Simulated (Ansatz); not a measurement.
`[F][SnH2][I]` + CH₃NH₂ → `C[NH][SnH2][F]` + HI  (ligand exchange at the Sn–I bond)

Gas-phase electronic energies from Ansatz, PBE0-D4/def2-TZVP geometries. CBS: MP2 limit from def2 TZ/QZ plus the TZ coupled-cluster correction, frozen cores. Functionals use def2-TZVPP. def2 core potentials past Kr. For I, Sn outer-core shells are correlated without core-valence functions, which leaves a few kJ/mol of doubt a bond. Each species was taken in one conformer, which may not be the lowest.

```tsv
level	ΔE (eV)
PBE-D4	1.11
HF/def2-TZVPP	1.25
HF/def2-QZVPP	1.26
MP2/def2-QZVPP	1.12
```

Task: What does CCSD(T)/CBS give? (Best estimate.)

Result: Ansatz gave: +1.11 eV. The listed levels differ from it by 0.00, 0.14, 0.15, 0.01 eV.

Largest T1 diagnostic among the species: 0.013.

In def2-TZVPP, CCSD(T) changes the Hartree–Fock value by −0.26 eV (the triples alone add −0.02 eV) and MP2 by −0.20 eV. From PBE to PBE0 (25 % exact exchange), in def2-TZVPP and without D4, ΔE moves by +0.05 eV. At CCSD(T), def2-SVP lies −0.08 eV from the extrapolated value and def2-TZVPP −0.12 eV.
